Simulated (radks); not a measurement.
Values are calculated unless marked as measured or tabulated.
Tb, 65 electrons, occupied as [Xe] 4f9 6p2 (not the ground configuration).

Level of theory: scalar-relativistic Kohn-Sham, PBE, spin-polarised, spherical densities, point nucleus; open shells are filled with parallel spins first (spin-orbit coupling, left out, can overturn this in heavy ions) (a radial shooting solver on a logarithmic mesh with Libxc functionals).

Energy parts (hartree):
| part | energy |
|---|---|
| total | -11708.9283 |
| kinetic | 12603.4559 |
| electron-nucleus | -28611.2789 |
| Hartree | 4554.9232 |
| exchange-correlation | -256.0285 |

Orbitals (lengths in bohr, moments of r in powers of bohr; r(max) is where P^2 peaks):
orbital,occ.,eigenvalue (hartree),<r^4>,<r^2>,<1/r>,r(max)
1s up,1,-1905.975,1.063e-06,0.0006315,73.12,0.01364
1s down,1,-1905.975,1.063e-06,0.0006315,73.12,0.01364
2s up,1,-316.0059,0.0001681,0.009887,16.97,0.07749
2s down,1,-316.0044,0.0001681,0.009886,16.97,0.07749
2p up,3,-280.7848,0.0001261,0.007987,15.81,0.06280
2p down,3,-280.7837,0.0001261,0.007987,15.81,0.06280
3s up,1,-70.17282,0.006470,0.06549,6.236,0.2198
3s down,1,-70.10483,0.006453,0.06541,6.241,0.2197
3p up,3,-59.31280,0.006798,0.06574,5.853,0.2158
3p down,3,-59.24503,0.006777,0.06564,5.858,0.2157
3d up,5,-45.16475,0.005404,0.05513,5.553,0.1765
3d down,5,-45.11290,0.005379,0.05501,5.557,0.1764
4s up,1,-14.02383,0.1594,0.3310,2.627,0.5047
4s down,1,-13.86837,0.1594,0.3310,2.627,0.5046
4p up,3,-10.44942,0.2099,0.3744,2.412,0.5271
4p down,3,-10.29521,0.2103,0.3746,2.411,0.5269
4d up,5,-5.54580,0.3332,0.4516,2.124,0.5469
4d down,5,-5.39303,0.3362,0.4529,2.122,0.5468
5s up,1,-1.87204,5.735,1.961,1.003,1.179
5s down,1,-1.78925,6.038,2.009,0.9891,1.189
5p up,3,-1.02960,11.96,2.755,0.8387,1.343
5p down,3,-0.96816,12.84,2.849,0.8225,1.360
4f up,7,-0.25295,3.890,1.063,1.523,0.5550
4f down,2,-0.12007,6.646,1.268,1.476,0.5573
6p up,2,-0.09495,1520,31.30,0.2321,4.588

The highest occupied level is 6p up at -2.584 eV. Spin moment in Bohr magnetons: 7. The density falls to 0.001 e/bohr^3 at r = 5.67 bohr.
